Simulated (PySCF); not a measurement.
## Br⁻ (bromine, charge -1) across methods

[Kr], closed-shell 1S. All numbers are calculated (PySCF 2.14, scalar relativity by spin-free X2C-1e, in x2c-QZVPPall with one added diffuse shell each of s, p, d, f type (12s9p6d5f1g, 113 functions)). The B2PLYP total includes its PT2 part (frozen core); its orbital energies are those of the SCF part.

```csv
method,E (hartree),mean ε 3d (eV),mean ε 4s (eV),mean ε 4p (eV),Σ⟨r²⟩ (bohr²),⟨S²⟩
LDA,-2602.725,-58.008,-11.780,-0.013,54.54,0.000
r2SCANh,-2606.402,-60.695,-13.004,-0.527,53.25,0.000
B2PLYP,-2605.998,-67.839,-15.876,-1.997,53.59,0.000
PBE,-2606.085,-57.728,-11.592,0.125,54.69,0.000
r2SCAN,-2606.412,-58.838,-12.226,-0.099,53.43,0.000
CAM-B3LYP,-2606.591,-63.624,-15.451,-2.308,53.80,0.000
UHF,-2604.58886,-76.628,-19.383,-3.744,53.00,0.000
PBE0,-2606.137,-62.611,-13.719,-0.997,53.56,0.000
```

The outer electron is barely bound at this level, so radii and moments hang on the diffuse functions.

The highest occupied level is positive at PBE: only the finite basis holds that electron, which in a density functional comes from self-interaction.
